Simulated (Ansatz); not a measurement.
Molecule: TiF₃, charge 1, multiplicity 1. SMILES: [F][Ti+]([F])[F]
Geometry: optimised at B3LYP-D3(BJ)/def2-TZVP (Ansatz, a first-principles code).

Quantity: vertical triplet-singlet gap (E(triplet) - E(singlet); each state is the SCF solution reached for its spin; the molecule has degenerate orbitals, so one determinant may break the symmetry; the UHF <S^2> is 2.10 for the triplet (pure: 2.00); for the triplet the Hartree-Fock reference is unstable and T1 is 0.038; for the singlet T1 is 0.028), in kcal/mol. Correlated levels leave the core frozen unless marked. Open shells are spin-unrestricted. No spin-orbit coupling. The frozen core is the preceding noble-gas configuration, with the filled d and f shells of earlier blocks. Non-relativistic. 

```tsv
level	program	vertical triplet-singlet gap (kcal/mol)
HF/def2-QZVPPD	Ansatz	85.8
SVWN5/def2-TZVPD	Ansatz	129.5
BHLYP/def2-TZVPD	Ansatz	121.6
wB97X-V/def2-TZVPD	Ansatz	134.0
B2PLYP/def2-TZVPD	Ansatz	144.3
RI-MP2/def2-QZVPPD	Ansatz	160.6
```
